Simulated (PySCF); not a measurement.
# Potential energy of BeSi⁺ along the bond

Set-up: Be pcseg-1, Si pcseg-1; no relativity (PySCF 2.14). Energies in eV from Be + Si⁺ in their ground configurations at the same level. State: ²Π (doublet), unpaired electrons π ↑.

All columns are UHF. A positive dipole points towards Si; it is taken about the centre of mass and depends on that origin.

| R (Å) | E (eV) | μ (D) | Mulliken charge on Be (basis-dependent) | HOMO (eV) | LUMO (eV) | Mayer bond order | ⟨S²⟩ |
| --- | --- | --- | --- | --- | --- | --- | --- |
| 1.983 | -0.661 | -5.11 | 0.60 | -14.36 | -6.58 | 1.13 | 0.88 |
| 2.075 | -0.938 | -5.69 | 0.58 | -14.04 | -6.40 | 1.13 | 0.77 |
| 2.168 | -1.099 | -5.72 | 0.55 | -13.92 | -6.26 | 1.06 | 0.76 |
| 2.237 | -1.168 | -5.65 | 0.54 | -13.88 | -6.19 | 1.00 | 0.76 |
| 2.306 | -1.205 | -5.54 | 0.52 | -13.87 | -6.18 | 0.94 | 0.76 |
| 2.375 | -1.218 | -5.41 | 0.50 | -13.88 | -6.15 | 0.88 | 0.77 |
| 2.467 | -1.207 | -5.18 | 0.47 | -13.92 | -6.12 | 0.81 | 0.77 |
| 2.583 | -1.164 | -4.85 | 0.43 | -13.99 | -6.07 | 0.73 | 0.77 |
| 2.721 | -1.089 | -4.40 | 0.40 | -14.10 | -6.04 | 0.66 | 0.77 |
| 2.906 | -0.970 | -3.75 | 0.35 | -14.12 | -6.01 | 0.58 | 0.78 |

A fit through these points gives, at Re = 2.385 Å, μ = -5.38 D and dμ/dR = 2.24 D/Å; the reduced mass is 6.816 u.

Question: How strong is the fundamental in the double-harmonic approximation, I = 42.26·(dμ/dR)²/μred km/mol?

Answer: I = 42.26·(2.24)²/6.816 = 31.1 km/mol at UHF.

For an ion De counts to the pair picked by the measured ionisation energies or electron affinities, which need not be the lowest pair at this level. Hartree–Fock leaves out correlation, which carries a large part of most bond energies and some tenths to 1 eV of ionisation energies. The state is the lowest determinant that a PBE0 search found; another state may lie lower at other levels.
